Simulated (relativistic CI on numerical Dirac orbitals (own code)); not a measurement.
**Hyperfine structure of Mn22+, mass number 53**

Method of calculation: Dirac-Coulomb-Breit CI, KLI orbitals optimised for each configuration, model QED (radiative potential, 1s self-energy scaled to tabulated hydrogen-like ionisation energies), unscaled Slater integrals (own radial code, finite nucleus).

Configuration list (outside the closed core 1s2): 2s, 2p, 3s, 3p, 3d, 4s, 4p, 4d, 4f, 5s, 5p, 5d, 5f, 5g. Levels of other configurations are missing.

Nuclear spin I = 7/2, μ = 5.033 μN, Q = 0.17 b (tables of Stone and Pyykkö). The electronic factors are computed for point nuclear moments, without core polarisation or the Bohr-Weisskopf and QED corrections.

| Level | E (eV) | A (GHz) | B (GHz) |
| --- | --- | --- | --- |
| 2s 2S_1/2 | 0.00 | 675.5 |  |
| 2p 2P°_1/2 | 46.60 | 211.3 |  |
| 2p 2P°_3/2 | 60.04 | 40.03 | 8.81 |
| 3s 2S_1/2 | 1056.14 | 198.5 |  |
| 3p 2P°_1/2 | 1069.08 | 63.62 |  |
| 3p 2P°_3/2 | 1073.05 | 12.05 | 2.66 |
| 3d 2D_3/2 | 1077.88 | 6.717 | 0.495 |
| 3d 2D_5/2 | 1079.14 | 2.855 | 0.694 |

Levels with J = 0, under 50 % of one LS term, or S terms without an open s electron are left out. Small factors come from cancelling terms and can be off by tens of per cent or more.

At this charge energies of transitions that change n are usually good to better than 1 %, and those within a shell (Δn = 0) to a few per cent.

Task: Give the hyperfine levels of 2s 2S_1/2 relative to its centre of gravity.

Result: With K = F(F + 1) − I(I + 1) − J(J + 1), E = AK/2: F = 3: -1520, F = 4: 1182 GHz.
